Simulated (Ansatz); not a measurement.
Frontier orbitals of AlH6NOSSi (`[NH2][Al]([SH])[O][SiH3]`).

Z-matrix (Å, degrees):
```
Si
O 1 1.623
H 1 1.486 2 110.1
H 1 1.487 2 110.1 3 120.1
H 1 1.490 2 110.6 3 -120.0
Al 2 1.682 1 159.2 3 120.6
S 6 2.179 2 120.2 1 -0.7
N 6 1.754 2 119.8 1 179.3
H 7 1.344 6 92.2 2 0.0
H 8 1.006 6 125.0 2 -180.0
H 8 1.006 6 124.3 2 0.0
```

Charge 0, multiplicity 1. All single points use the PBE0-D4/def2-TZVP geometry. It is one conformer, not always the lowest. Basis def2-TZVPP, Ansatz 0.2.0.

```csv
functional,HOMO (eV),LUMO (eV),gap (eV)
PBE,-6.10,-1.27,4.83
revPBE,-6.04,-1.14,4.90
PBE0,-7.42,-0.44,6.98
r2SCANh,-6.89,-0.57,6.32
r2SCAN0,-7.62,-0.19,7.43
ωB97M-V,-9.67,1.12,10.79
HF,-10.32,2.38,12.70
```

From PBE to PBE0 the HOMO moves by −1.32 eV and the LUMO by +0.83 eV, and with ωB97M-V by −3.57 and +2.39 eV, so the gap grows from 4.83 to 10.79 eV with exact exchange. A positive LUMO is unbound and depends on the basis.
